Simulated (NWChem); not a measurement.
Molecule: C2H4FNOSi; SMILES O[Si@H]1[C@@H](F)N=C1

```xyz
10

O      0.7501    -1.8779    -0.4673
Si    -0.2117    -0.8626     0.4207
C     -1.5065     0.2182    -0.4352
N     -0.9064     1.3430    -0.2474
C      0.3013     0.9915     0.5149
F      1.4287     1.3276    -0.1879
H      1.2113    -1.4933    -1.2201
H     -0.5903    -1.6586     1.6216
H     -2.4752     0.1840    -0.9553
H      0.3176     1.5416     1.4722
```
Atoms are numbered in this order, from 1.

The geometry was optimised at PBE0/def2-SVP.

Q: Give the principal values of the shielding tensors (ppm) of O1, Si2, C3, N4, C5 from Hartree-Fock/6-31G* (spherical d), GIAO (NWChem), with their diamagnetic and paramagnetic parts as GIAO splits them.

A: 
```
atom     σ11     σ22    σ33  isotropic  diamagnetic  paramagnetic
----  ------  ------  -----  ---------  -----------  ------------
O1     294.3   300.7  323.1      306.0        394.3         -88.3
Si2    408.4   445.6  483.2      445.7        877.8        -432.1
C3    -138.8     3.4  137.7        0.8        255.2        -254.4
N4    -737.9  -178.6  232.4     -228.0        325.3        -553.3
C5      74.2   106.0  115.4       98.5        242.5        -144.0
```
